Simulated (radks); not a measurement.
Spherical quantum dot in the effective-mass picture: electrons in a hard-walled sphere of radius 6.27, with a point charge +1 (a donor) at the centre, all in effective atomic units (hartree* = m*/eps^2 hartree, bohr* = eps/m* bohr), one dielectric constant everywhere. Calculated with a radial shooting solver with Libxc functionals: non-relativistic Kohn-Sham, LDA (Slater exchange, Perdew-Wang correlation), spin-polarised, spherical densities. Levels are named by radial order and angular momentum (1s, 1p, 1d, 2s, ...), and open shells are averaged over m.

N = 38, configuration 1s2 1p6 1d10 2s(up 1, down 0) 1f14 1g(up 5, down 0). This is the lowest configuration that the search found. Occupied and some empty levels:

level    occupation  eigenvalue (hartree*)  <r> (bohr*)
1s up             1                 7.1699        4.678
1s down           1                 7.1955        4.701
1p up             3                 7.2211        4.779
1p down           3                 7.2458        4.774
1d up             5                 7.3150        4.843
1d down           5                 7.3399        4.838
1f up             7                 7.4499        4.904
1f down           7                 7.4752        4.900
2s up             1                 7.5126        1.683
1g up             5                 7.6237        4.960
1g down           0                 7.6492        4.958
2s down           0                 7.6514        1.990
1h up             0                 7.8344        5.013
1h down           0                 7.8603        5.011
2p up             0                 7.9404        3.075
2p down           0                 7.9783        3.172
3s up             0                 8.0581        3.096
3s down           0                 8.1416        2.944
2d up             0                 8.2105        3.539
2d down           0                 8.2337        3.568

Energy (hartree*): total 144.913, kinetic 25.976, external -8.7508, Hartree 140.00, exchange-correlation -12.310.

Electron density:

r (bohr*)  n(r) (e/bohr*^3)
0.350                0.1507
0.661               0.08078
0.972               0.04383
1.28                0.02421
1.59                0.01387
1.91               0.008592
2.22               0.006330
2.53               0.006192
2.84               0.007990
3.15                0.01201
3.46                0.01880
3.77                0.02893
4.08                0.04228
4.40                0.05733
4.71                0.07004
5.02                0.07392
5.33                0.06287
5.64                0.03788
5.95                0.01135
6.26             0.00002525
